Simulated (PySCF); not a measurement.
Constitutional and geometric isomers with formula H8Si4. Gas-phase values, no solvent. One relaxed conformer stands for each flexible species; it need not be the lowest. Strings in code marks are SMILES.

These are PBE-D3(BJ)/def2-TZVP // PBE0-D3(BJ)/def2-TZVP (PySCF 2.14.0) values and carry that method's errors. 

```
species                                               HOMO–LUMO gap (eV)  HOMO (eV)
----------------------------------------------------  ------------------  ---------
`[SiH3][Si](=[SiH2])[SiH3]`                                         2.52      -5.26
`[SiH]1([SiH2][SiH2]1)[SiH3]`                                       3.91      -5.90
`[SiH2]=[SiH][SiH2][SiH3]` (Si–Si–Si–Si torsion 96°)                2.42      -5.26
```
